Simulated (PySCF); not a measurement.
Compound: ZrEtF3, C2H5F3Zr (singlet state).
Bonds: Zr1–C2, Zr1–F9, Zr1–F10, Zr1–F11, C2–C3. Hydrogens: H4, H5 on C2; H6, H7, H8 on C3.

A linear-response calculation (PySCF, def2-SVPD basis, gas phase, vertical, core orbitals frozen in the response) gave these numbers; the functional is withheld.

Orbital energies (eV): HOMO-3 -13.83, HOMO-2 -12.76, HOMO-1 -12.03, HOMO -9.60, LUMO 0.52, LUMO+1 0.57, LUMO+2 1.12.

| state | E (eV) | f | main configurations (H = HOMO, L = LUMO) |
| --- | --- | --- | --- |
| S1 | 4.84 | 0.0046 | H→L (97%) |
| S2 | 4.89 | 0.0016 | H→L+1 (98%) |
| S3 | 6.45 | 0.0033 | H→L+6 (45%), H→L+5 (27%), H→L+3 (21%) |
| S4 | 6.49 | 0.0034 | H→L+7 (49%), H→L+4 (48%) |
| S5 | 6.63 | 0.0052 | H→L+2 (48%), H→L+3 (23%), H→L+5 (18%) |
| S6 | 7.37 | 0.318 | H→L+2 (34%), H→L+3 (31%), H→L+8 (21%) |

Triplets (Tamm–Dancoff): T1 4.46 eV, H→L (96%); T2 4.50 eV, H→L+1 (96%); T3 5.99 eV, H→L+3 (57%), H→L+8 (29%); T4 6.33 eV, H→L+6 (47%), H→L+5 (40%).

Vertical ionisation energy by ΔSCF with the same functional: 9.88 eV. Mean static polarisability: 63.0 au.

Question: Name the functional.
A. PBE
B. PBE0
C. HF
D. wB97X-D

Answer: D. wB97X-D is range-separated, 22% exact exchange at short range and 100% at long range (ω = 0.2 bohr⁻¹). In this run −ε(HOMO) = 9.60 eV differs from the ΔSCF value by -0.28 eV, and S1 differs from the orbital gap of 10.12 eV by -5.28 eV. The ratio −ε(HOMO)/IP is 0.97. Usual ranges for neutral molecules in this basis: 0.89 to 0.99 with wB97X-D, 0.5 to 0.7 with PBE, 0.7 to 0.83 with PBE0; with Hartree–Fock the ratio is 1 or more (Koopmans' value less the relaxation energy is the ΔSCF value). The other options: PBE, a GGA without exact exchange; HF, time-dependent Hartree–Fock, 100% exact exchange; PBE0, a global hybrid with 25% exact exchange.

Computed with TDDFT wB97X-D/def2-SVPD, vertical, gas phase, core orbitals frozen in the response, def2 core potentials past Kr in PySCF. Geometry: PBE0-D3(BJ)/def2-SVP; no solvent, vibrations or thermal averaging. Spin–orbit coupling is left out.
